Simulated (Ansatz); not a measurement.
Basis sets compared for Sn(tBu)H3 (C4H12Sn). The state is a singlet with charge 0. Geometry B3LYP-D4/def2-SVP. Ansatz on 4 threads of Arm Neoverse V1 on a shared host; times are rough, and most runs start from earlier orbitals.

```xyz
17

C     0.114    0.024   -0.167
C    -0.798   -0.037   -1.397
C     1.151   -1.105   -0.217
C     0.814    1.386   -0.090
Sn   -1.126   -0.236    1.644
H    -0.202    0.093   -2.321
H    -1.320   -1.004   -1.481
H    -1.562    0.758   -1.390
H     0.681   -2.101   -0.265
H     1.823   -1.092    0.657
H     1.785   -1.000   -1.118
H     1.474    1.467    0.789
H     0.096    2.221   -0.050
H     1.445    1.541   -0.986
H    -0.122   -0.314    3.044
H    -2.040   -1.694    1.533
H    -2.214    1.092    1.813
```

In the def2 sets Sn takes a core potential; there is no spin–orbit coupling. Another isomer (singlet) lies 0.82 eV lower at PBE0-D4/def2-TZVP; other spin states weren't run for this one.

Binding counts from free atoms (C triplet, Sn triplet, H doublet) in the same basis, without a counterpoise term.

```tsv
level	functions	energy (Eh)	HOMO (eV)	LUMO (eV)	binding per atom (eV)	wall time
PBE-D4/def2-SVP	142	-373.5636	-6.08	-0.21	3.73	1.6 s
PBE0-D4/def2-SVP	142	-373.6147	-7.18	0.60	3.70	2 s
```

Q: Estimate the rows for PBE-D4/def2-TZVP (with forces), PBE0-D4/def2-TZVP.

A: 
```tsv
level	functions	energy (Eh)	HOMO (eV)	LUMO (eV)	binding per atom (eV)	wall time
PBE-D4/def2-TZVP (with forces)	246	-373.7466	-6.14	-0.50	3.71	3.7 s
PBE0-D4/def2-TZVP	246	-373.7910	-7.21	0.28	3.68	4.7 s
```
